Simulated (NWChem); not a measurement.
System meant: ZnIF; SMILES [F][Zn][I]

Input file for NWChem:

```
start job
memory heap 200 mb stack 900 mb global 1100 mb
geometry units angstroms noautoz
  Zn    -0.171559     1.123689     0.000000
  F     -0.421275     2.847997     0.000000
  I      0.174336    -1.260536     0.000000
end
basis spherical
  Zn library def2-svp
  F library def2-svp
  I library def2-svp
end
ecp
  I library def2-ecp
end
dft
  odft
  mult 2
  xc pbe0
  iterations 150
  mulliken
end
task dft energy
```

End of the output:

```
 ==============================================================================
                                 internuclear angles
 ------------------------------------------------------------------------------
        center 1       |       center 2       |       center 3       |  degrees
 ------------------------------------------------------------------------------
    2 F                |   1 Zn               |   3 I                |   180.00
 ------------------------------------------------------------------------------
                            number of included internuclear angles:          1
 ==============================================================================

 Summary of "ao basis" -> "" (spherical)
 ------------------------------------------------------------------------------
       Tag                 Description            Shells   Functions and Types
 ---------------- ------------------------------  ------  ---------------------
 Zn                         def2-svp                11       31   5s3p2d1f
 F                          def2-svp                 6       14   3s2p1d
 I                          def2-svp                10       26   4s4p2d

                                 NWChem DFT Module
                                 -----------------

 Summary of "ao basis" -> "ao basis" (spherical)
 ------------------------------------------------------------------------------
       Tag                 Description            Shells   Functions and Types
 ---------------- ------------------------------  ------  ---------------------
 Zn                         def2-svp                11       31   5s3p2d1f
 F                          def2-svp                 6       14   3s2p1d
 I                          def2-svp                10       26   4s4p2d

      Symmetry analysis of basis
      --------------------------

        a1         27
        a2          0
        b1          6
        b2          6
        e          32

  number of electrons :                   64
  multiplicity        :                    2
 ------------------------------------------------------------------------
  no. of electrons and multiplicity not compatible                  64
 ------------------------------------------------------------------------
 ------------------------------------------------------------------------
  current input line :
    23: task dft energy
 ------------------------------------------------------------------------
 ------------------------------------------------------------------------
 There is an error in the input file
 ------------------------------------------------------------------------
 For more information see the NWChem manual at https://nwchemgit.github.io

0: no. of electrons and multiplicity not compatible:Received an Error in Communication
```

Problem. What is wrong, and how is it mended?

Solution. The program refused the input. Cause: the multiplicity doesn't fit the number of electrons (an even count wants an odd multiplicity, and the reverse). This input runs:
```
start job
memory heap 200 mb stack 900 mb global 1100 mb
geometry units angstroms noautoz
  Zn    -0.171559     1.123689     0.000000
  F     -0.421275     2.847997     0.000000
  I      0.174336    -1.260536     0.000000
end
basis spherical
  Zn library def2-svp
  F library def2-svp
  I library def2-svp
end
ecp
  I library def2-ecp
end
dft
  xc pbe0
  iterations 150
  mulliken
end
task dft energy
```
It converges to -2176.35339 Ha (PBE0/def2-SVP with def2 effective core potentials on I).
